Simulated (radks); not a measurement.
The numbers below are computed, except where a source is named.
Q: Ti II, 21 electrons, occupied as [Ne] 3s2 3p5 3d2 4s1 4d1 (not the ground configuration). Level of theory: scalar-relativistic Kohn-Sham, SCAN, spin-unpolarised, spherical densities, finite nucleus; meta-GGA in the generalised Kohn-Sham scheme; Fermi nuclear charge, rms radius 3.5921 fm (a radial shooting solver on a logarithmic mesh with Libxc functionals). Some entries of the table are withheld. Estimate them.

| orbital | occ. | eigenvalue (Ry) | <r^2> (bohr^2) | <1/r> (bohr^-1) |
|---|---|---|---|---|
| 1s | 2 | -360.9867 | 0.006517 | (1) |
| 2s | 2 | -41.54261 | 0.1240 | (2) |
| 2p | 6 | -34.55790 | 0.1032 | 4.458 |
| 3s | 2 | -6.09618 | 1.130 | (3) |
| 3p | 5 | -4.23966 | 1.308 | 1.291 |
| 3d | 2 | -1.46896 | 2.137 | 0.9941 |
| 4s | 1 | -1.02565 | 9.633 | 0.4483 |
| 4d | 1 | -0.30552 | 34.14 | 0.2375 |

A: 
(1) 1s <1/r> (bohr^-1): 21.80
(2) 2s <1/r> (bohr^-1): 4.569
(3) 3s <1/r> (bohr^-1): 1.412
